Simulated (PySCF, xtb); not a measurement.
Mg(SH)(SeH) (H₂MgSSe), SMILES [SH][Mg][SeH].

GFN2-xTB in xtb 6.7.1 at its own geometry gives an orbital gap of 2.25 eV and a dipole moment of 4.77 D.

Geometry: PBE0-D3(BJ)/def2-TZVP. Other conformers were not sampled.

**Question.** What does HF/def2-TZVPD (PySCF) give? (An estimate is asked for; the answer gives what the named calculation found.)

**Answer.** gap 10.00 eV (levels -9.46 and 0.53 eV), dipole 0.77 D.
